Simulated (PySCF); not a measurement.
Compound: (GeH3)3P, Ge3H9P.
Z-matrix (Å and degrees, PBE0-D3(BJ)/def2-SVP geometry), rows numbered from 1:
```
Ge
P   1  2.3232
Ge  2  2.3241  1   97.07
Ge  2  2.3239  1   97.04  3   -98.00
H   1  1.5426  2  112.38  3    49.49
H   1  1.5388  2  108.15  3   170.30
H   1  1.5395  2  108.03  3   -71.24
H   3  1.5428  2  112.35  1   -48.76
H   3  1.5394  2  108.07  1    71.98
H   3  1.5391  2  108.10  1  -169.51
H   4  1.5395  2  108.06  1   168.97
H   4  1.5429  2  112.36  1    48.22
H   4  1.5393  2  108.16  1   -72.57
```

All values: B3LYP/def2-SVPD (PySCF, non-relativistic), on one gas-phase PBE0-D3(BJ)/def2-SVP geometry that isn't relaxed in the solvent. The solvent is an IEF-PCM continuum (cavity from Bondi-type radii × 1.2), and excitations are vertical TDDFT with non-equilibrium linear response and a frozen core. Only the electrostatic response of the medium enters. Spin–orbit coupling is left out although an atom past zinc is present.

Gas-phase singlets (H = HOMO, L = LUMO):

| state | E (eV) | λ (nm) | f | leading configurations |
| --- | --- | --- | --- | --- |
| S1 | 5.651 | 219 | 0.041 | H→L+2 95% |
| S2 | 5.695 | 218 | 0.042 | H→L 60%, H→L+1 31% |
| S3 | 5.698 | 218 | 0.043 | H→L+1 60%, H→L 32% |
| S4 | 6.000 | 207 | 0.007 | H→L+3 97% |
| S5 | 6.200 | 200 | 0.008 | H→L+4 92% |

Question: Give the list for benzene (ε = 2.271), n² = 2.25.

Answer: 
```json
{"state": "S1", "E (eV)": "5.649", "λ (nm)": "219", "f": "0.068", "leading configurations": "H→L+2 96%", "change by rank (eV)": "-0.002"}
{"state": "S2", "E (eV)": "5.683", "λ (nm)": "218", "f": "0.077", "leading configurations": "H→L 73%, H→L+1 21%", "change by rank (eV)": "-0.012"}
{"state": "S3", "E (eV)": "5.685", "λ (nm)": "218", "f": "0.077", "leading configurations": "H→L+1 72%, H→L 21%", "change by rank (eV)": "-0.013"}
{"state": "S4", "E (eV)": "6.034", "λ (nm)": "205", "f": "0.012", "leading configurations": "H→L+3 97%", "change by rank (eV)": "+0.034"}
{"state": "S5", "E (eV)": "6.213", "λ (nm)": "200", "f": "0.012", "leading configurations": "H→L+4 94%", "change by rank (eV)": "+0.013"}
```

Question: What are the lowest 5 singlets in dimethylsulfoxide (ε = 46.83)?

Answer: 
```csv
state,E (eV),λ (nm),f,leading configurations,change by rank (eV)
S1,5.693,218,0.072,H→L+2 96%,+0.042
S2,5.723,217,0.076,"H→L 75%, H→L+1 19%",+0.028
S3,5.726,217,0.076,"H→L+1 74%, H→L 19%",+0.028
S4,6.097,203,0.011,H→L+3 97%,+0.097
S5,6.266,198,0.009,H→L+4 94%,+0.066
```

Question: The ground-state energy changes by -0.033 eV from gas to dimethylsulfoxide. By how much does the total energy of gas-phase S1 change?

Answer: E(S1) = E(S0) + excitation energy, so it changes by -0.033 + 0.042 = +0.009 eV: it isn't lowered at all, while the ground state is. This is the vertical state, with the slow part of the continuum still set for S0.

Question: How do the frontier levels move from gas to dimethylsulfoxide?

Answer: 
```tsv
orbital	gas (eV)	solvent (eV)	change (eV)	Löwdin shares, gas	Löwdin shares, solvent
LUMO+2	-0.46	-0.31	+0.15	P2 21 %, Ge1 15 %, Ge4 14 %, Ge3 13 %	P2 21 %, Ge1 14 %, Ge4 14 %, Ge3 14 %
LUMO+1	-0.48	-0.35	+0.13	P2 30 %, Ge3 22 %, Ge1 13 %, H8 8 %	P2 30 %, Ge3 22 %, Ge1 12 %, H8 8 %
LUMO	-0.49	-0.36	+0.13	P2 30 %, Ge4 22 %, Ge1 13 %, H12 8 %	P2 30 %, Ge4 21 %, Ge1 14 %, H12 8 %
HOMO	-7.01	-6.94	+0.07	P2 60 %, Ge3 9 %, Ge1 9 %, Ge4 9 %	P2 60 %, Ge3 9 %, Ge1 9 %, Ge4 9 %
HOMO-1	-8.16	-8.02	+0.14	P2 33 %, Ge4 22 %, Ge1 11 %, Ge3 8 %	P2 33 %, Ge4 22 %, Ge1 11 %, Ge3 8 %
HOMO-2	-8.16	-8.02	+0.14	P2 33 %, Ge3 19 %, Ge1 16 %, H6 7 %	P2 33 %, Ge3 19 %, Ge1 16 %, H6 8 %
HOMO-3	-9.33	-9.16	+0.17	Ge3 16 %, Ge4 16 %, Ge1 15 %, H11 9 %	Ge3 16 %, Ge4 16 %, Ge1 15 %, H11 9 %
```

The HOMO–LUMO gap goes from 6.52 to 6.58 eV. Shares within a degenerate set are those of one arbitrary member.
